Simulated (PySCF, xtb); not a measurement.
C₂H₇NOSi₂, SMILES C1(C)=N[SiH2]O[SiH2]1.

Harmonic wavenumbers (cm⁻¹) from GFN2-xTB run with xtb 6.7.1 at its own minimum, in rising order: 116, 136, 184, 271, 341, 381, 475, 497, 525, 556, 571, 586, 608, 639, 738, 767, 789, 838, 929, 976, 1027, 1179, 1370, 1455, 1459, 1645, 2311, 2322, 2357, 2372, 3005, 3017, 3036.

Q: What does PBE-D3(BJ)/def2-SVP (PySCF) give at its own minimum? (An estimate is asked for; the answer gives what the named calculation found.)

A: 120, 135, 188, 272, 336, 401, 441, 532, 593, 651, 662, 672, 678, 721, 766, 885, 915, 927, 957, 963, 973, 1141, 1314, 1377, 1390, 1614, 2159, 2165, 2191, 2192, 2957, 3036, 3081. Paired by order, the mean absolute difference is 63 cm⁻¹ and the zero-point energies are 53.6 and 53.5 kcal/mol.
